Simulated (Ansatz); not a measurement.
Consider the ligand exchange at the Si–O bond: `[SiH3][O][GeH2][O][SiH3]` + `N=C(O)CO` → `OC/C(O)=N\[SiH3]` + `[OH][GeH2][O][SiH3]`.

Gas-phase electronic energies from Ansatz, PBE0-D4/def2-TZVP geometries. CBS: MP2 limit from def2 TZ/QZ plus the TZ coupled-cluster correction, frozen cores. Functionals use def2-TZVPP. B3LYP here is the variant with VWN-RPA as its local correlation; programs differ in this. For Ge outer-core shells are correlated without core-valence functions, which leaves a few kJ/mol of doubt a bond. Scalar relativity is left out up to krypton. Each species was taken in one conformer, which may not be the lowest.

`[SiH3][O][GeH2][O][SiH3]`:

Cartesian coordinates in Å:
```
Si 0.537 -2.037 1.012
O -0.563 -0.828 1.135
Ge -0.470 0.934 1.142
O 0.253 1.443 -0.384
Si -0.145 1.259 -1.964
H -0.040 -3.251 1.640
H 0.850 -2.319 -0.413
H 1.799 -1.669 1.713
H -1.915 1.435 1.228
H 0.485 1.404 2.242
H 0.488 2.360 -2.731
H -1.623 1.317 -2.141
H 0.344 -0.047 -2.480
```

`N=C(O)CO`:

Cartesian coordinates in Å:
```
N 0.158 -1.008 1.469
C 0.194 -0.479 0.326
O 1.016 -0.969 -0.620
C -0.623 0.664 -0.218
O 0.113 1.538 -1.031
H -0.491 -0.525 2.083
H 1.504 -1.698 -0.213
H -1.021 1.246 0.613
H -1.475 0.227 -0.762
H 0.625 1.004 -1.646
```

`OC/C(O)=N\[SiH3]`:

Cartesian coordinates in Å:
```
O -0.676 0.474 1.528
C 0.411 -0.393 1.399
C 0.820 -0.628 -0.036
O 1.850 -1.492 -0.071
N 0.337 -0.139 -1.084
Si -0.921 1.013 -1.351
H -1.481 0.014 1.276
H 1.259 0.062 1.919
H 0.240 -1.368 1.873
H 2.083 -1.596 -1.004
H -2.240 0.570 -0.807
H -1.090 1.122 -2.823
H -0.591 2.360 -0.821
```

`[OH][GeH2][O][SiH3]`:

Z-matrix (Å, degrees):
```
Ge
O 1 1.769
O 1 1.771 2 108.9
H 1 1.530 2 110.0 3 -114.4
H 1 1.534 2 105.0 3 119.8
Si 2 1.638 1 134.0 3 55.1
H 3 0.960 1 113.2 2 67.9
H 6 1.490 2 110.9 1 36.0
H 6 1.487 2 110.9 1 -84.7
H 6 1.485 2 108.1 1 155.8
```

```
         level  ΔE (kcal/mol)
        PBE-D4            9.4
     r2SCAN-D4           10.8
       PBE0-D4           10.6
      B3LYP-D4           11.9
       ωB97X-V           12.0
       ωB97M-V           11.5
  HF/CBS(def2)           16.2
CCSD/CBS(def2)           13.3
```

(1) What does CCSD(T)/CBS give? (Best estimate.)

Largest T1 diagnostic among the species: 0.013.

Results:

(1) The calculation gave: +12.6 kcal/mol. The listed levels differ from it by -3.2, -1.8, -2.0, -0.7, -0.6, -1.1, 3.6, 0.7 kcal/mol.

In def2-TZVPP, CCSD(T) changes the Hartree–Fock value by −2.9 kcal/mol (the triples alone add −0.7 kcal/mol) and MP2 by −3.7 kcal/mol. From PBE to PBE0 (25 % exact exchange), in def2-TZVPP and without D4, ΔE moves by +1.1 kcal/mol.
